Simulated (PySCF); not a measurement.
PySCF input:

```python
from pyscf import gto, scf, dft

mol = gto.M(
    atom='''
    Sn    0.00824810    0.00044421   -0.25871245
    F     0.75150045    1.42315253    0.74578065
    F    -0.79732324   -1.42562035    0.69151074
    ''',
    basis='def2-tzvpd',
    ecp='def2-tzvp',
    charge=1,
    spin=1,
    verbose=4,
)

mf = dft.UKS(mol, xc='tpssh').density_fit(auxbasis='def2-universal-jkfit')
mf.grids.level = 3
mf.conv_tol = 1e-9
mf.max_cycle = 100
mf.max_memory = 1500
mf.kernel()
if not mf.converged:
    mf = mf.newton()
    mf.kernel(mf.make_rdm1())
for _ in range(2):
    mo, _, stable, _ = mf.stability(return_status=True)
    if stable:
        break
    mf.kernel(mf.make_rdm1(mo, mf.mo_occ))
mf.analyze()
```

What final total energy does it print?

-413.69035 Eh (TPSSh/def2-TZVPD).
